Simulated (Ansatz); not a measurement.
Two isomers of C2H6AlNSe: A = `C/N=C\[Se][AlH2]`, B = `[NH2][AlH][CH2]C=[Se]`.

Program: Ansatz. Geometries: PBE0-D4/def2-TZVP. ΔE: electronic, gas phase. CBS: MP2 limit from def2 TZ/QZ plus the TZ coupled-cluster correction, frozen cores. DFT in def2-TZVPP. B3LYP here is the variant with VWN-RPA as its local correlation; programs differ in this. For Se outer-core shells are correlated without core-valence functions, which leaves a few kJ/mol of doubt a bond. Scalar relativity is left out up to krypton. One conformer a species, not always the lowest.

(1) Which is lower in electronic energy at CCSD(T)/CBS, and by how much? (Estimate.)

(2) Give E(B) − E(A) in kcal/mol with r2SCAN-D4, B3LYP, B2PLYP, PBE-D4, B3LYP-D4, MP2/def2-TZVPP, CCSD/def2-TZVPP. (Estimate.)

Largest T1 diagnostic: 0.017.

## Answers

(1) Ansatz gave: B, by 16.8 kcal/mol.

(2) Computed: r2SCAN-D4 -15.9, B3LYP -15.4, B2PLYP -16.4, PBE-D4 -13.6, B3LYP-D4 -15.2, MP2/def2-TZVPP -17.4, CCSD/def2-TZVPP -15.2. None reverses the order clearly.

In def2-TZVPP, CCSD(T) changes the Hartree–Fock value by −2.7 kcal/mol (the triples alone add −0.2 kcal/mol) and MP2 by −4.7 kcal/mol.
